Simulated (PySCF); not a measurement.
Isomers of CH6Si2. Gas-phase values, no solvent. Strings in code marks are SMILES.

Quantity: electronic energy of isomers of CH6Si2 relative to `C1[SiH2][SiH2]1`, in eV.

Level 1: PBE-D3(BJ)/def2-TZVP // B3LYP-D3(BJ)/def2-TZVP (PySCF)
Level 2: B3LYP/6-31G* // B3LYP-D3(BJ)/def2-TZVP (PySCF)
Level 3: B3LYP/LANL2DZ // B3LYP-D3(BJ)/def2-TZVP (PySCF)
Level 4: PBE/6-31G* // B3LYP-D3(BJ)/def2-TZVP (PySCF)

```tsv
species	level 1	level 2	level 3	level 4
`C[SiH]=[SiH2]`	0.240	0.169	-0.091	0.173
`[SiH2]=C[SiH3]`	0.43	0.280	0.268	0.48
`C=[SiH][SiH3]`	0.43	0.322	0.122	0.430
```
